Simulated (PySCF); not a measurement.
Simulated F 1s region for 1-bromo-2,2-difluoroethylene (`FC(F)=CBr`), binding energy against the vacuum level.

Every computed line was given a Gaussian of 1.0 eV full width at half maximum and an area set by the number of equivalent atoms; the highest printed point is 100. Computed, not measured: PySCF, delta-SCF UKS SCAN, pcX-2 on the ionised atom, pcseg-1 elsewhere, spin-free X2C.

```csv
binding energy (eV),intensity
693.1,0
693.2,1
693.3,1
693.4,3
693.5,5
693.6,9
693.7,14
693.8,22
693.9,33
694.0,45
694.1,59
694.2,73
694.3,86
694.4,95
694.5,100
694.6,99
694.7,93
694.8,83
694.9,70
695.0,56
695.1,42
695.2,30
695.3,20
695.4,13
695.5,8
695.6,4
695.7,2
695.8,1
695.9,1
696.0,0
```

Q: Count the maxima, the lines and the sites behind this envelope.

A: The curve has 1 maximum (at 694.5 eV). Under it lie 2 lines from 2 inequivalent fluorine sites. At this width some lines have no maximum of their own.

Q: Decompose the envelope and assign each component. Numbering: `[F:1][C:2]([F:3])=[CH:4][Br:5]`.

A: 
| position (eV) | relative area | line | atoms | environment |
| --- | --- | --- | --- | --- |
| 694.51 | 1 | F 1s | F3 | vinyl fluorine |
| 694.57 | 1 | F 1s | F1 | vinyl fluorine |

Q: What are the centre and the root-mean-square width of the whole band?

A: The area-weighted mean of the lines is 694.54 eV. Their own spread about it is 0.03 eV (rms) and each Gaussian has σ = 1.0/2.355 = 0.42 eV; the variances add, which gives 0.43 eV.

Q: Above which line width would these two lines show one maximum?

A: Two equal Gaussians merge once their distance is under 2σ = FWHM/1.177. With 0.06 eV between them that is a full width over 0.07 eV.

The 2 F 1s values lie within 0.06 eV of each other; Gaussian lines of 0.5 eV full width would blend them into one maximum.

Shake-up satellites, vibrational structure and lifetime widths aren't simulated. Geometry: PBE0-D3(BJ)/def2-SVP; no solvent, vibrations or thermal averaging.

The run took 15 s of wall time on one thread of an Arm Neoverse V1, no GPU (shared host), and the process peaked at 0.46 GiB of memory.
